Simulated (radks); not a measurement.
Removal energies from the tellurium ion Te13+, [Kr] 4d3, by Delta-SCF beside the eigenvalue of the level emptied. All-electron calculation, scalar-relativistic Kohn-Sham, r2SCAN, spin-polarised, spherical densities, finite nucleus; meta-GGA in the generalised Kohn-Sham scheme; Fermi nuclear charge, rms radius of each element as measured or else 0.836 A^(1/3) + 0.57 fm. Program: a radial shooting solver on a logarithmic mesh with Libxc functionals. Open shells are filled with parallel spins first.

| removed from | final configuration | Delta-SCF (eV) | -eigenvalue (eV) |
|---|---|---|---|
| 4d | [Kr] 4d2 | 300.56 | 287.45 |
| 4p | [Ar] 3d10 4s2 4p5 4d3 | 377.09 | 363.65 |
| 4s | [Ar] 3d10 4s1 4p6 4d3 | 432.40 | 418.51 |
| 3d | [Ar] 3d9 4s2 4p6 4d3 | 873.36 | 843.12 |
